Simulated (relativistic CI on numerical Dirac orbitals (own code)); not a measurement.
Line list: Electric-dipole lines, Tm XLI

Method of calculation: Dirac-Coulomb-Breit CI, separate exchange-only KLI orbitals for each configuration, model QED, unscaled Slater integrals (own radial code, finite nucleus).

CI space (outside the closed core [Ar]): 3d¹⁰4s, 3d¹⁰4p, 3d¹⁰4d, 3d¹⁰4f, 3d¹⁰5s, 3d¹⁰5p, 3d¹⁰5d, 3d¹⁰5f, 3d¹⁰5g, 3d¹⁰6s, 3d¹⁰6p, 3d¹⁰6d, 3d⁹4s², 3d¹⁰6f, 3d¹⁰7s, 3d⁹4s4p, 3d¹⁰8s, 3d⁹4s4d, 3d⁹4s4f, 3d⁹4s5s, 3d⁹4s5p, 3d⁹4s5d, 3d⁹4s5f. Double excitations out of closed p, d and f shells are left out; levels of such configurations are missing from the list, as are those of other unlisted configurations, and high levels can miss mixing partners.

```tsv
λ vac (nm)	Lower	Upper	A (s⁻¹)	E lower (Ry)	E upper (Ry)
0.69320	3d¹⁰4s ²S1/2 [1]	3d⁹4s4f ²P°3/2 [123]	2.75e+14	0.000	131.458
0.69363	3d¹⁰4s ²S1/2 [1]	3d⁹4s4f ²P°1/2 [122]	2.83e+14	0.000	131.377
0.71453	3d¹⁰4s ²S1/2 [1]	3d⁹4s4f ²D°3/2 [107]	6.40e+13	0.000	127.535
0.71479	3d¹⁰4s ²S1/2 [1]	3d⁹4s4f ⁴D°1/2 [106]	6.10e+13	0.000	127.488
1.2436	3d¹⁰4d ²D3/2 [4]	3d¹⁰6f ²F°5/2 [23]	4.42e+12	21.297	94.573
1.2607	3d¹⁰4d ²D5/2 [5]	3d¹⁰6f ²F°7/2 [24]	4.70e+12	22.382	94.663
1.6036	3d¹⁰4p ²P°3/2 [3]	3d¹⁰5d ²D5/2 [12]	3.59e+12	11.415	68.242
1.7655	3d¹⁰4d ²D3/2 [4]	3d¹⁰5f ²F°5/2 [13]	6.53e+12	21.297	72.913
1.7981	3d¹⁰4d ²D5/2 [5]	3d¹⁰5f ²F°7/2 [14]	7.10e+12	22.382	73.062
1.9729	3d¹⁰4p ²P°3/2 [3]	3d¹⁰5s ²S1/2 [8]	4.35e+12	11.415	57.604
2.1495	3d¹⁰4f ²F°5/2 [6]	3d¹⁰5g ²G7/2 [15]	1.32e+13	32.953	75.347
2.1593	3d¹⁰4f ²F°7/2 [7]	3d¹⁰5g ²G9/2 [16]	1.36e+13	33.203	75.406
3.1416	3d¹⁰5p ²P°3/2 [10]	3d¹⁰6d ²D5/2 [21]	8.67e+11	63.041	92.047
3.3935	3d¹⁰5d ²D3/2 [11]	3d¹⁰6f ²F°5/2 [23]	1.44e+12	67.720	94.573
3.4490	3d¹⁰5d ²D5/2 [12]	3d¹⁰6f ²F°7/2 [24]	1.60e+12	68.242	94.663
4.3542	3d¹⁰5d ²D5/2 [12]	3d¹⁰6p ²P°3/2 [19]	7.79e+11	68.242	89.171
6.0219	3d⁹4s4p ⁴F°5/2 [32]	3d⁹4s4d ⁴G7/2 [73]	5.27e+11	102.834	117.967
6.0360	3d⁹4s4p ⁴F°7/2 [28]	3d⁹4s4d ⁴G9/2 [55]	5.32e+11	99.377	114.474
6.0705	3d¹⁰4p ²P°1/2 [2]	3d¹⁰4d ²D3/2 [4]	5.56e+11	6.285	21.297
7.5449	3d⁹4s² ²D5/2 [22]	3d⁹4s4p ²D°5/2 [42]	4.73e+11	93.579	105.656
7.5643	3d⁹4s² ²D3/2 [25]	3d⁹4s4p ²D°3/2 [49]	4.73e+11	97.024	109.070
7.6755	3d⁹4s² ²D3/2 [25]	3d⁹4s4p ²F°5/2 [48]	4.46e+11	97.024	108.896
7.6755	3d⁹4s² ²D5/2 [22]	3d⁹4s4p ²P°3/2 [41]	4.43e+11	93.579	105.451
7.6994	3d⁹4s² ²D5/2 [22]	3d⁹4s4p ²F°7/2 [40]	4.46e+11	93.579	105.414
7.8178	3d¹⁰4d ²D3/2 [4]	3d¹⁰4f ²F°5/2 [6]	2.47e+11	21.297	32.953
7.9833	3d¹⁰4s ²S1/2 [1]	3d¹⁰4p ²P°3/2 [3]	2.50e+11	0.000	11.415
8.0133	3d⁹4s4p ⁴D°7/2 [38]	3d⁹4s4d ⁴F9/2 [63]	2.39e+11	104.270	115.641
8.0491	3d⁹4s4p ²F°7/2 [45]	3d⁹4s4d ²G9/2 [77]	2.93e+11	107.574	118.895
8.0569	3d⁹4s4p ⁴F°9/2 [35]	3d⁹4s4d ⁴G11/2 [59]	2.92e+11	103.948	115.259
8.3091	3d¹⁰4p ²P°3/2 [3]	3d¹⁰4d ²D5/2 [5]	2.71e+11	11.415	22.382
8.4001	3d⁹4s4d ⁴G11/2 [59]	3d⁹4s4f ⁴H°13/2 [91]	2.07e+11	115.259	126.107
8.4208	3d¹⁰4d ²D5/2 [5]	3d¹⁰4f ²F°7/2 [7]	2.12e+11	22.382	33.203
8.6327	3d⁹4s4p ²F°7/2 [40]	3d⁹4s4d ²G9/2 [65]	2.23e+11	105.414	115.970
12.888	3d¹⁰5p ²P°1/2 [9]	3d¹⁰5d ²D3/2 [11]	1.69e+11	60.650	67.720
16.760	3d¹⁰5s ²S1/2 [8]	3d¹⁰5p ²P°3/2 [10]	7.65e+10	57.604	63.041
17.520	3d¹⁰5p ²P°3/2 [10]	3d¹⁰5d ²D5/2 [12]	8.39e+10	63.041	68.242
17.549	3d¹⁰5d ²D3/2 [11]	3d¹⁰5f ²F°5/2 [13]	7.67e+10	67.720	72.913
18.909	3d¹⁰5d ²D5/2 [12]	3d¹⁰5f ²F°7/2 [14]	6.60e+10	68.242	73.062
23.390	3d¹⁰6p ²P°1/2 [18]	3d¹⁰6d ²D3/2 [20]	6.41e+10	87.859	91.754
30.347	3d¹⁰6s ²S1/2 [17]	3d¹⁰6p ²P°3/2 [19]	2.89e+10	86.168	89.171
31.678	3d¹⁰6p ²P°3/2 [19]	3d¹⁰6d ²D5/2 [21]	3.23e+10	89.171	92.047
32.329	3d¹⁰6d ²D3/2 [20]	3d¹⁰6f ²F°5/2 [23]	2.97e+10	91.754	94.573
34.834	3d¹⁰6d ²D5/2 [21]	3d¹⁰6f ²F°7/2 [24]	2.56e+10	92.047	94.663
37.438	3d¹⁰5f ²F°5/2 [13]	3d¹⁰5g ²G7/2 [15]	5.28e+09	72.913	75.347
38.876	3d¹⁰5f ²F°7/2 [14]	3d¹⁰5g ²G9/2 [16]	4.89e+09	73.062	75.406
```

Terms are leading LS components. Brackets give the number of a level in order of energy, since labels repeat. The list gives strong lines, with weight on those to low levels, without lines whose two gauges differ by over a factor of 2.5, among the lowest 123 of 227 levels, so that lines to higher ones, which can be the strongest, are missing. Levels whose partners in the same complex of configurations lie outside the list can be far off, and so can their lines. Rates are taken at the computed energies, electric ones in the length gauge.

At this charge energies of transitions that change n are usually good to better than 1 %, and those within a shell (Δn = 0) to a few per cent.

LS names give the leading component of a level, which can be under half, so a name can repeat, a term be missing and a line seem to break the LS rules.
